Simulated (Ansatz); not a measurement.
Basis-set series for Br₂H₃HfNO, SMILES `[NH2][Hf]([OH])([Br])[Br]`. Charge 0, multiplicity 1. Hf: def2 effective core potential. All single points use the PBE0-D4/def2-TZVP geometry. It is one conformer, not always the lowest.

| atom | x (Å) | y (Å) | z (Å) |
| --- | --- | --- | --- |
| N1 | 1.100 | -0.894 | -0.539 |
| Hf2 | -0.108 | 0.419 | 0.375 |
| O3 | -1.810 | 0.144 | -0.407 |
| Br4 | -0.115 | -0.050 | 2.849 |
| Br5 | 0.754 | 2.751 | -0.026 |
| H6 | 2.087 | -1.006 | -0.350 |
| H7 | 0.823 | -1.547 | -1.258 |
| H8 | -2.731 | 0.185 | -0.645 |

```csv
functional,basis,functions,energy (Eh),HOMO (eV),LUMO (eV)
PBE0-D4,def2-TZVPP,256,-5327.71229,-7.80,-1.08
PBE0-D4,def2-QZVPP,463,-5327.82553,-7.83,-1.11
ωB97M-V,def2-TZVPP,256,-5328.05102,-10.03,0.90
ωB97M-V,def2-QZVPP,463,-5328.15985,-10.06,0.38
```

Q: Give the rows for def2-SVP. (Best estimate.)

A: Computed: 
```
functional     basis  functions  energy (Eh)  HOMO (eV)  LUMO (eV)
   PBE0-D4  def2-SVP        139  -5326.91206      -7.73      -1.00
   ωB97M-V  def2-SVP        139  -5327.24872      -9.94       1.01
```

Positive LUMOs are unbound and depend on the basis. Scalar relativity is left out up to krypton.
